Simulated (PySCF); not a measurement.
**Correlation energy of Pt²⁺ (platinum, charge +2)**

[Xe] 4f14 5d7 6s1, high-spin 5F determinant (an excited configuration). Computed with PySCF 2.14 in def2-QZVPPD with the def2 core potential (60 electrons) (7s5p4d4f2g, 88 functions), with a scalar-relativistic core potential. Frozen: 5s2 5p6; 8 electrons correlated.

```tsv
level	correlation energy (mhartree)
CCSD	-184.23
(T)	-5.02
CCSD(T)	-189.25
```

Diagnostics: T1 = 0.0047, D1 = 0.0157, largest double amplitude 0.019.

Spin-orbit coupling, absent here, splits the open shell strongly.

Cost of the coupled-cluster step: roughly 25 core-seconds, for 8 correlated electrons.

Iterations:

```
CC2 = 0
CCSD nocc = (np.int64(6), np.int64(2)), nmo = (84, 84)
frozen orbitals [[0, 1, 2, 3], [0, 1, 2, 3]]
max_cycle = 100
direct = 0
conv_tol = 1e-08
conv_tol_normt = 1e-06
diis_space = 8
diis_start_cycle = 0
Init t2, MP2 energy = -0.184057948855141
Init E_corr(UCCSD) = -0.184057948857209
cycle = 1  E_corr(UCCSD) = -0.183156232636019  dE = 0.000901716221  norm(t1,t2) = 0.0194449
cycle = 2  E_corr(UCCSD) = -0.183970561417194  dE = -0.000814328781  norm(t1,t2) = 0.0056918
cycle = 3  E_corr(UCCSD) = -0.184231838634818  dE = -0.000261277218  norm(t1,t2) = 0.00212249
cycle = 4  E_corr(UCCSD) = -0.18423208730238  dE = -2.48667562e-07  norm(t1,t2) = 0.000318491
cycle = 5  E_corr(UCCSD) = -0.184230413665916  dE = 1.67363646e-06  norm(t1,t2) = 7.63025e-05
cycle = 6  E_corr(UCCSD) = -0.184231421122925  dE = -1.00745701e-06  norm(t1,t2) = 1.68386e-05
cycle = 7  E_corr(UCCSD) = -0.184231479793159  dE = -5.86702334e-08  norm(t1,t2) = 2.764e-06
cycle = 8  E_corr(UCCSD) = -0.184231436060292  dE = 4.37328667e-08  norm(t1,t2) = 6.31382e-07
cycle = 9  E_corr(UCCSD) = -0.184231437304765  dE = -1.24447341e-09  norm(t1,t2) = 1.11119e-07
UCCSD converged
E(UCCSD) = -117.591827854191  E_corr = -0.1842314373047655
UCCSD(T) correction = -0.00502168360471025
```
